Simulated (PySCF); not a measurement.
Isomers of CH9ClOSi3, mass 155.965 u with the commonest isotopes. The calculation used B3LYP/def2-SVPD in PySCF (dipole) on a GFN2-xTB geometry, gas phase. One conformer each, none proved a minimum here; rigid rotors.

Question: Order these by radius of gyration √(Σ m r²/M), smallest first.
A. `[SiH3:1][SiH2:2][O:3][SiH2:4][CH2:5][Cl:6]` with Si1–Si2–O3–Si4 30°, Si2–O3–Si4–C5 23°, O3–Si4–C5–Cl6 -63°
B. `[SiH3:1][O:2][Si@@H:3]([SiH3:4])[CH2:5][Cl:6]` with Si1–O2–Si3–Si4 48°, O2–Si3–C5–Cl6 -177°
C. `[SiH3:1][CH2:2][Si@H:3]([Cl:4])[O:5][SiH3:6]` with Si1–C2–Si3–Cl4 171°, C2–Si3–O5–Si6 49°
D. `[SiH3:1][O:2][SiH2:3][SiH2:4][CH2:5][Cl:6]` with Si1–O2–Si3–Si4 -60°, O2–Si3–Si4–C5 109°, Si3–Si4–C5–Cl6 -57°

Answer: A (2.177 Å), C (2.239 Å), D (2.292 Å), B (2.389 Å).

Question: Order these by rotational constant A, largest first.
A. `[SiH3:1][O:2][Si@@H:3]([SiH3:4])[CH2:5][Cl:6]` with Si1–O2–Si3–Si4 48°, O2–Si3–C5–Cl6 -177°
B. `[SiH3:1][O:2][SiH2:3][SiH2:4][CH2:5][Cl:6]` with Si1–O2–Si3–Si4 -60°, O2–Si3–Si4–C5 109°, Si3–Si4–C5–Cl6 -57°
C. `[SiH3:1][CH2:2][Si@H:3]([Cl:4])[O:5][SiH3:6]` with Si1–C2–Si3–Cl4 171°, C2–Si3–O5–Si6 49°
D. `[SiH3:1][SiH2:2][O:3][SiH2:4][CH2:5][Cl:6]` with Si1–Si2–O3–Si4 30°, Si2–O3–Si4–C5 23°, O3–Si4–C5–Cl6 -63°

Answer: A (2108 MHz), B (1900 MHz), D (1717 MHz), C (1439 MHz).

Question: Order these by dipole moment, largest first.
A. `[SiH3:1][CH2:2][Si@H:3]([Cl:4])[O:5][SiH3:6]` with Si1–C2–Si3–Cl4 171°, C2–Si3–O5–Si6 49°
B. `[SiH3:1][SiH2:2][O:3][SiH2:4][CH2:5][Cl:6]` with Si1–Si2–O3–Si4 30°, Si2–O3–Si4–C5 23°, O3–Si4–C5–Cl6 -63°
C. `[SiH3:1][O:2][Si@@H:3]([SiH3:4])[CH2:5][Cl:6]` with Si1–O2–Si3–Si4 48°, O2–Si3–C5–Cl6 -177°

Answer: C (1.98 D), B (1.47 D), A (1.31 D).

| SMILES | point group | Ia (u·Å²) | Ib (u·Å²) | Ic (u·Å²) | κ | μa (D) | μb (D) | μc (D) |
| --- | --- | --- | --- | --- | --- | --- | --- | --- |
| [SiH3][SiH2]O[SiH2]CCl | C1 | 294.42 | 468.96 | 715.33 | -0.27 | 0.77 | 1.06 | 0.65 |
| [SiH3]O[Si@@H]([SiH3])CCl | C1 | 239.78 | 672.94 | 867.79 | -0.78 | 1.92 | 0.36 | 0.36 |
| [SiH3]O[SiH2][SiH2]CCl | C1 | 265.94 | 608.63 | 764.66 | -0.73 | 0.70 | 1.14 | 0.22 |
| [SiH3]C[Si@H](Cl)O[SiH3] | C1 | 351.08 | 459.01 | 753.50 | 0.12 | 1.23 | 0.19 | 0.42 |
| C[Si@H]([SiH3])O[SiH2]Cl | C1 | 270.02 | 531.03 | 685.47 | -0.62 | 0.72 | 1.14 | 0.24 |
